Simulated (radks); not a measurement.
Values are calculated unless marked as measured or tabulated.
Species: Li+. Configuration: [He] (the NIST ground configuration). Level of theory: scalar-relativistic Kohn-Sham, PBE, spin-polarised, spherical densities, finite nucleus; Fermi nuclear charge, rms radius 2.444 fm (a radial shooting solver on a logarithmic mesh with Libxc functionals).

Normalised radial functions P(r) = r R(r), r in bohr:

r,1s
0.01819,0.1608
0.02293,0.1999
0.02892,0.2476
0.03677,0.3074
0.04637,0.3766
0.05848,0.4580
0.07434,0.5552
0.09375,0.6608
0.1182,0.7749
0.1503,0.8963
0.1895,1.0080
0.239,1.1022
0.3039,1.1656
0.3832,1.1784
0.4833,1.1311
0.6144,1.0144
0.7748,0.8440
0.9771,0.6387
1.242,0.4237
1.567,0.2459
1.976,0.1186

1s: eigenvalue -60.415 eV, 0 radial nodes, <r> = 0.579 bohr, 90 % of the charge inside 1.05 bohr.
